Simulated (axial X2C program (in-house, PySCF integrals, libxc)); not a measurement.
# Which molecule gave these maps?

PBE0 fields computed with an axial X2C code built on PySCF integrals, two-component, near the equilibrium distance, one atom at z = 0.

The maps cover the half plane through the axis: z from -2.4 to 4.2 Å along the bond, ρ from 0.15 to 2.25 Å away from it.

log10 of the density in e/bohr³:

```
 ρ\z  -2.4  -1.8  -1.2  -0.6   0.0   0.6   1.2   1.8   2.4   3.0   3.6   4.2
0.15  -2.9  -2.2  -1.5  -0.9   1.1  -0.9  -1.1  -1.1   0.3  -1.4  -1.9  -2.5
0.45  -3.0  -2.3  -1.6  -1.1  -0.3  -1.1  -1.3  -1.4  -1.2  -1.6  -1.9  -2.5
0.75  -3.1  -2.4  -1.7  -1.3  -1.2  -1.3  -1.5  -1.6  -1.7  -1.7  -2.1  -2.6
1.05  -3.2  -2.6  -2.0  -1.6  -1.5  -1.6  -1.8  -1.9  -1.9  -2.0  -2.3  -2.8
1.35  -3.4  -2.8  -2.3  -1.9  -1.8  -2.0  -2.1  -2.2  -2.2  -2.3  -2.6  -3.0
1.65  -3.7  -3.1  -2.6  -2.3  -2.2  -2.3  -2.4  -2.5  -2.5  -2.6  -2.8  -3.2
1.95  -3.9  -3.4  -2.9  -2.7  -2.6  -2.7  -2.8  -2.8  -2.8  -2.9  -3.1  -3.5
2.25  -4.2  -3.7  -3.3  -3.1  -3.0  -3.1  -3.2  -3.2  -3.2  -3.2  -3.4  -3.8
```

Electron localisation function (collinear form, no current term, damped to 0 at low density):

```
 ρ\z  -2.4  -1.8  -1.2  -0.6   0.0   0.6   1.2   1.8   2.4   3.0   3.6   4.2
0.15  0.63  0.95  0.98  0.08  0.51  0.08  0.97  0.06  1.00  0.79  1.00  1.00
0.45  0.57  0.94  0.98  0.28  0.51  0.21  0.96  0.17  0.06  0.95  1.00  1.00
0.75  0.45  0.90  0.97  0.86  0.14  0.64  0.91  0.67  0.16  0.99  1.00  0.99
1.05  0.28  0.83  0.94  0.92  0.68  0.66  0.79  0.65  0.69  0.99  1.00  0.98
1.35  0.12  0.67  0.86  0.86  0.67  0.51  0.58  0.48  0.69  0.97  0.99  0.92
1.65  0.03  0.40  0.70  0.71  0.51  0.33  0.34  0.29  0.56  0.91  0.94  0.68
1.95  0.01  0.14  0.42  0.47  0.31  0.17  0.15  0.15  0.36  0.74  0.74  0.25
2.25  0.00  0.03  0.15  0.22  0.15  0.08  0.06  0.06  0.16  0.37  0.27  0.04
```

Axial spin density in 10⁻³ e/bohr³:

```
 ρ\z  -2.4  -1.8  -1.2  -0.6   0.0   0.6  1.2   1.8   2.4   3.0   3.6  4.2
0.15   0.2   0.8   2.6   2.3  83.8   8.5  5.8   2.6  -2.1  32.0  12.8  3.3
0.45   0.2   0.8   2.7   5.5   1.4  12.7  5.5  -0.5   7.9  24.7  10.6  2.8
0.75   0.2   0.7   2.5   7.2  12.3  12.9  4.6   0.1   8.3  15.4   7.3  2.2
1.05   0.1   0.5   1.9   5.8  10.6   9.1  3.4   0.9   5.3   8.3   4.5  1.5
1.35   0.1   0.4   1.3   3.6   6.1   5.2  2.2   0.9   2.8   4.1   2.5  0.9
1.65   0.1   0.2   0.8   1.9   3.0   2.6  1.3   0.7   1.4   1.9   1.3  0.5
1.95   0.0   0.1   0.4   1.0   1.4   1.3  0.7   0.4   0.7   0.9   0.6  0.3
2.25   0.0   0.1   0.2   0.5   0.7   0.6  0.3   0.2   0.3   0.4   0.3  0.2
```

Problem. Which molecule is it?
A. AuH⁻
B. ScAt⁺
C. BeSi
D. CaNi

Solution. C. BeSi, with Si at z = 0 and Be at z = 2.281 Å, state Ω = 2 (⟨Sz⟩ = 1.00, ⟨Lz⟩ = 1.00 at PBE0), basis Si dyall-v3z [8s7p2d1f], Be dyall-cv3z [8s8p3d1f] (cores contracted in-house). One determinant describes the state; a PBE0 search over occupations chose it and may have missed a lower one. Density functionals use the spin component along the axis (collinear). Other states lie close and PBE0, whose exact exchange favours high spin, may order them wrongly; the determinant shown need not be the ground state. The nearest other spin-free determinant of the search, M_S = 0, Λ = 1, lies 0.07 eV up at the distance of the search. Without a current term, density functionals place determinants with orbital angular momentum somewhat too high. With several unpaired electrons one determinant need not be a pure state. A state of lower Ω lies just above, and one determinant can place such states too high, so the state shown need not be the lowest. The search has Ω = 1 only 0.05 eV up. Open-shell Ω = 0 determinants with evenly filled partner blocks cannot be reached by this program, so the Ω shown need not be the lowest component.
